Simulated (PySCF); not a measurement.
# Heteronuclear NMR

Molfile (atoms numbered from 1):
```
C8H9F
     RDKit          3D

 18 18  0  0  0  0  0  0  0  0999 V2000
   -3.7424    0.2443    0.3583 F   0  0  0  0  0  0  0  0  0  0  0  0
   -2.3912    0.2586    0.6070 C   0  0  0  0  0  0  0  0  0  0  0  0
   -1.6146   -0.1139   -0.6539 C   0  0  0  0  0  0  0  0  0  0  0  0
   -0.1393   -0.0938   -0.3685 C   0  0  0  0  0  0  0  0  0  0  0  0
    0.5050   -1.2332    0.0963 C   0  0  0  0  0  0  0  0  0  0  0  0
    1.8567   -1.2076    0.3900 C   0  0  0  0  0  0  0  0  0  0  0  0
    2.5811   -0.0398    0.2233 C   0  0  0  0  0  0  0  0  0  0  0  0
    1.9468    1.1019   -0.2356 C   0  0  0  0  0  0  0  0  0  0  0  0
    0.5948    1.0744   -0.5284 C   0  0  0  0  0  0  0  0  0  0  0  0
   -2.1419    1.2698    0.9449 H   0  0  0  0  0  0  0  0  0  0  0  0
   -2.2099   -0.4587    1.4143 H   0  0  0  0  0  0  0  0  0  0  0  0
   -1.8632    0.6004   -1.4413 H   0  0  0  0  0  0  0  0  0  0  0  0
   -1.9295   -1.1079   -0.9777 H   0  0  0  0  0  0  0  0  0  0  0  0
   -0.0556   -2.1485    0.2230 H   0  0  0  0  0  0  0  0  0  0  0  0
    2.3462   -2.1015    0.7478 H   0  0  0  0  0  0  0  0  0  0  0  0
    3.6370   -0.0206    0.4476 H   0  0  0  0  0  0  0  0  0  0  0  0
    2.5068    2.0160   -0.3672 H   0  0  0  0  0  0  0  0  0  0  0  0
    0.1045    1.9665   -0.8917 H   0  0  0  0  0  0  0  0  0  0  0  0
  1  2  1  0
  2  3  1  0
  3  4  1  0
  4  5  2  0
  5  6  1  0
  6  7  2  0
  7  8  1  0
  8  9  2  0
  9  4  1  0
  2 10  1  0
  2 11  1  0
  3 12  1  0
  3 13  1  0
  5 14  1  0
  6 15  1  0
  7 16  1  0
  8 17  1  0
  9 18  1  0
M  END
```

How the numbers were obtained: structure optimised with GFN2-xTB, PBE0/pcSseg-1 with gauge-including orbitals, in PySCF 2.14 (averaged over atoms made equivalent by symmetry, fast rotation or ring inversion, relativity neglected, one conformer, gas phase).

**Question.** Predict the ¹⁹F NMR data.

**Answer.** 
```json
{"atoms": "F1", "environment": "fluorine on an sp3 carbon", "σ (ppm)": "403.2", "δ (ppm)": "-203.3"}
```

Shieldings were converted by a linear fit to measured shifts: ¹⁹F (scatter 6.0 ppm rms, 7.0 ppm with the 5 outliers that the fit left out vs CFCl3, solution or neat liquid, with a term for F on sp3 carbon). Occasional misses reach two or three times the rms, and more in compound classes unlike the fitted ones.

On a 400 MHz spectrometer ¹⁹F resonates near 376.4 MHz, so 1 ppm is 376.4 Hz.
